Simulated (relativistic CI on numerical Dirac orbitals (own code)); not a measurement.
## Bi XVIII: sensitivity of the levels to the model

Base calculation: Dirac-Coulomb-Breit CI, KLI orbitals optimised for each configuration, a model potential for QED, unscaled Slater integrals.

Configuration list (outside the closed core [Kr] 4d10): 4f14 5s2 5p4, 4f14 5s 5p5, 4f14 5s2 5p3 5d, 4f14 5p6, 4f13 5s2 5p5, 4f14 5s 5p4 5d, 4f14 5s2 5p3 5f, 4f14 5s 5p4 5f, 4f14 5s2 5p3 5g, 4f14 5s2 5p3 6s, 4f14 5p5 5d. Double excitations out of closed p, d and f shells are left out; levels of such configurations are missing from the list, as are those of other unlisted configurations, and high levels can miss mixing partners.

Variants: (1) P86 correlation estimate; (2) one mean potential for all configurations. Shifts of the energy above 4f14 5s2 5p4 3P_2, in cm⁻¹, for the lowest level and the first level of each name with at least 55 % of one term (blank where a level changes its place among those of its configuration and J or its character, or is not in the variant):

```tsv
Level	Base	Δ(1)	Δ(2)
4f14 5s2 5p4 3P_2	0	0	0
4f14 5s2 5p4 1S_0	40197	-8	-10
4f14 5s2 5p4 3P_1	239847	+4	-165
4f14 5s2 5p4 1D_2	258966	+8	-141
4f14 5s2 5p4 3P_0	516457	+10	-324
4f13 5s2 5p5 3F_4	813576	+3251	+18401
4f13 5s2 5p5 3G_5	822220	+3251	+18203
4f13 5s2 5p5 1D_2	837746	+3250	+18249
4f14 5s2 5p3 5d 3G°_4	847661	+1867	-371
4f13 5s2 5p5 3F_3	854625	+3251	+19390
4f13 5s2 5p5 3D_1	876387	+3251	+19242
4f14 5s2 5p3 5d 3G°_5	887629	+1867	-354
4f13 5s2 5p5 3D_3	1077084	+3251	+20888
4f13 5s2 5p5 3G_3	1116820	+3251	+21890
```

At this charge energies of transitions that change n are usually good to better than 1 %, and those within a shell (Δn = 0) to a few per cent.

Ionisation energy from the two ground configurations alone: base 420.91 eV; P86 correlation estimate 422.52 eV. The NIST ASD value (theoretical) is 436 eV. The gap of more than 2 % comes from missing correlation, or from a tabulated value that is itself an estimate.

LS names give the leading component of a level, which can be under half, so a name can repeat, a term be missing and a line seem to break the LS rules.
